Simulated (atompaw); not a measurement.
# Plane-wave convergence, PAW (atompaw) potential for copper (Cu)

```
Element                 : Cu
Generator               : atompaw 4.2.0.5
Type                    : PAW
Functional              : PBE
Relativity              : scalar-relativistic
Frozen core             : [Ar]
Valence charge          : 11
Reference configuration : 3d10 4s0 4p0 (charge +1)
Partial waves           : 4s (bound, empty): rc 2.30 bohr; 4s channel at 2.05 Ry: rc 2.30 bohr; 4p (bound, empty): rc 2.30 bohr; 4p channel at 0.25 Ry: rc 2.00 bohr; 3d (bound): rc 1.40 bohr; 3d channel at -0.3 Ry: rc 1.40 bohr
Local potential         : bessel scheme, radius 1.70 bohr
Core correction         : smooth core density matched at 1.90 bohr
Augmentation charge     : sinc compensation charge, radius 2.25 bohr; PAW radius 2.30 bohr; waves and projectors: custom rrkj gramschmidtortho
```

The pseudo-atom Hamiltonian at the reference potential is diagonalised in spherical Bessel functions j_l(qr) that vanish at 20 bohr, with q² up to the cutoff. All-electron valence levels (Ry): 4s -0.8741, 4p -0.4814, 3d -1.0039.

How do the lowest levels (Ry) of each channel move with the cutoff, and are there ghosts?

| cutoff (Ry) | s #1 | s #2 | p #1 | d #1 | f #1 | Σ f·Δε (mRy) |
| --- | --- | --- | --- | --- | --- | --- |
| 8 | -0.8740 | -0.2261 | -0.4813 | -0.1765 | -0.0461 | 8273.5 |
| 12 | -0.8740 | -0.2261 | -0.4813 | -0.1921 | -0.0461 | 8117.9 |
| 18 | -0.8741 | -0.2261 | -0.4814 | -0.3117 | -0.0461 | 6921.5 |
| 25 | -0.8741 | -0.2261 | -0.4814 | -0.6260 | -0.0461 | 3779.0 |
| 35 | -0.8741 | -0.2261 | -0.4814 | -0.9359 | -0.0461 | 679.7 |
| 40 | -0.8741 | -0.2261 | -0.4814 | -0.9837 | -0.0461 | 202.1 |
| 50 | -0.8741 | -0.2261 | -0.4814 | -1.0023 | -0.0461 | 15.8 |
| 60 | -0.8741 | -0.2261 | -0.4814 | -1.0030 | -0.0461 | 8.5 |
| 80 | -0.8741 | -0.2261 | -0.4814 | -1.0035 | -0.0461 | 3.3 |
| 100 | -0.8741 | -0.2261 | -0.4814 | -1.0038 | -0.0461 | 0.9 |
| 120 | -0.8741 | -0.2261 | -0.4814 | -1.0038 | -0.0461 | 0.6 |
| 400 | -0.8741 | -0.2261 | -0.4814 | -1.0039 | -0.0461 | 0.0 |

Result: no extra level below or beside the all-electron valence levels (s, p, d, f tested); 10 mRy is reached at 55 Ry and 1 mRy at 100 Ry.
